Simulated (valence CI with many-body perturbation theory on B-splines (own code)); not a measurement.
# Ladder of approximations for Hg⁷³⁺

Computed by configuration interaction combined with many-body perturbation theory (CI+MBPT): five valence electrons over a frozen Dirac-Fock core [He], a basis of 9 s, 9 p, 8 d, 6 f, 3 g, 1 h functions for each j, with the one-electron correlation potential Σ1, the two-electron term Σ2, the three-electron term Σ3, Breit, model QED; selected CI, second order for the rest (own B-spline code, finite nucleus).

No measured spectrum was set against this ion. As an estimate, large intervals hold to a few tenths of a per cent, small ones and those within an open d or f shell to about a per cent. Among the levels kept, up to 1200 cm⁻¹ of a level comes from second order outside the variational space, and about a tenth of that is noise between levels of different J, which matters for small intervals.

Each rung adds one term. CI alone is the Dirac-Coulomb CI over the frozen core; QED comes last and gives the full result, which names the levels. Energies are above (2s^2 2p1/2^2 2p3/2) J=3/2 on the same rung, in Ry.

Levels are named by their leading jj configuration (3d3/2^4 stands for four electrons in 3d with j = 3/2), which in mixed levels can hold well under half, so a name can repeat and another be missing. Letters in brackets count levels of one name in rising energy.

| Level | CI alone | Σ1 | Σ2 | Σ3 | Breit | QED | Full |
| --- | --- | --- | --- | --- | --- | --- | --- |
| (2s^2 2p1/2 2p3/2^2) J=3/2 | 148.98 | +0.021 | +0.001 | -0.003 | -1.913 | +0.164 | 147.25 |
| (2s^2 2p1/2 2p3/2^2) J=5/2 | 151.62 | +0.021 | +0.003 | -0.006 | -2.862 | +0.164 | 148.94 |
| (2s^2 2p1/2 2p3/2^2) J=1/2 | 154.85 | +0.021 | +0.011 | -0.009 | -1.653 | +0.162 | 153.38 |
| (2s 2p1/2^2 2p3/2^2) J=5/2 | 178.63 | -0.009 | -0.023 | -0.011 | -0.841 | -1.590 | 176.15 |
| (2s 2p1/2^2 2p3/2^2) J=1/2 | 186.38 | -0.008 | -0.022 | -0.018 | +0.145 | -1.594 | 184.88 |
| (2s 2p1/2^2 2p3/2^2) J=3/2 | 187.10 | -0.008 | -0.039 | -0.023 | -0.468 | -1.596 | 184.97 |
| (2s^2 2p3/2^3) J=3/2 | 304.48 | +0.041 | +0.009 | -0.011 | -3.816 | +0.308 | 301.02 |
| (2s 2p1/2 2p3/2^3) J=3/2 [a] | 329.37 | +0.012 | -0.013 | -0.014 | -2.193 | -1.431 | 325.73 |
| (2s 2p1/2 2p3/2^3) J=5/2 | 333.51 | +0.012 | -0.018 | -0.018 | -3.187 | -1.432 | 328.87 |
| (2s 2p1/2 2p3/2^3) J=1/2 | 338.06 | +0.012 | -0.028 | -0.024 | -2.152 | -1.437 | 334.43 |
| (2s 2p1/2 2p3/2^3) J=3/2 [b] | 339.10 | +0.012 | -0.028 | -0.025 | -2.687 | -1.437 | 334.93 |
| (2p1/2^2 2p3/2^3) J=3/2 | 370.81 | -0.017 | -0.063 | -0.033 | -0.706 | -3.170 | 366.82 |
| (2s 2p3/2^4) J=1/2 | 488.45 | +0.033 | -0.009 | -0.023 | -3.935 | -1.274 | 483.24 |
| (2p1/2 2p3/2^4) J=1/2 | 522.30 | +0.004 | -0.046 | -0.032 | -2.644 | -3.034 | 516.55 |
| (2s^2 2p1/2^2 3s) J=1/2 | 757.24 | +0.019 | +0.015 | -0.014 | -0.783 | +0.274 | 756.75 |
| (2s^2 2p1/2^2 3p1/2) J=1/2 | 766.03 | +0.013 | +0.011 | -0.014 | -0.266 | -0.235 | 765.54 |
| (2s^2 2p1/2^2 3p3/2) J=3/2 | 811.24 | +0.017 | +0.004 | -0.014 | -0.892 | -0.184 | 810.17 |
| (2s^2 2p1/2^2 3d3/2) J=3/2 | 818.61 | +0.020 | +0.008 | -0.014 | -0.925 | -0.261 | 817.44 |
| (2s^2 2p1/2^2 3d5/2) J=5/2 | 830.80 | +0.021 | +0.008 | -0.014 | -1.247 | -0.235 | 829.33 |
| (2s^2 2p1/2 2p3/2 3s) J=3/2 [a] | 907.92 | +0.040 | +0.008 | -0.016 | -2.913 | +0.437 | 905.47 |
| (2s^2 2p1/2 2p3/2 3s) J=1/2 | 908.76 | +0.040 | +0.011 | -0.016 | -2.926 | +0.440 | 906.31 |
| (2s^2 2p1/2 2p3/2 3s) J=5/2 | 910.18 | +0.040 | +0.010 | -0.018 | -3.737 | +0.440 | 906.91 |
| (2s^2 2p1/2 2p3/2 3s) J=3/2 [b] | 910.63 | +0.040 | +0.009 | -0.018 | -3.609 | +0.438 | 907.49 |
| (2s^2 2p1/2 2p3/2 3p1/2) J=1/2 | 916.55 | +0.033 | +0.007 | -0.016 | -2.380 | -0.071 | 914.12 |
| (2s^2 2p1/2 2p3/2 3p1/2) J=3/2 [a] | 917.28 | +0.033 | +0.002 | -0.016 | -2.659 | -0.071 | 914.57 |
| (2s^2 2p1/2 2p3/2 3p1/2) J=5/2 | 918.94 | +0.033 | +0.006 | -0.018 | -3.359 | -0.071 | 915.53 |
| (2s^2 2p1/2 2p3/2 3p1/2) J=3/2 [b] | 922.00 | +0.033 | -0.001 | -0.018 | -2.791 | -0.076 | 919.15 |
| (2s 2p1/2^2 2p3/2 3s) J=5/2 | 934.09 | +0.011 | -0.009 | -0.020 | -1.719 | -1.319 | 931.03 |
| (2s 2p1/2^2 2p3/2 3s) J=3/2 [a] | 936.36 | +0.011 | -0.012 | -0.020 | -1.592 | -1.321 | 933.43 |
| (2s 2p1/2^2 2p3/2 3s) J=1/2 | 941.64 | +0.011 | -0.018 | -0.027 | -1.371 | -1.322 | 938.91 |
| (2s 2p1/2^2 2p3/2 3s) J=3/2 [b] | 942.39 | +0.011 | -0.022 | -0.027 | -1.334 | -1.329 | 939.69 |

The middle columns are the shifts that each term adds.

How does the ionisation energy move along the ladder, and which term matters most?

CI alone 19702, + Σ1 19702, + Σ2 19702, + Σ3 19702, + Breit 19685, + QED 19681 eV. The largest step is Breit, -18 eV. NIST lists 19680 ± 90 eV (theoretical).
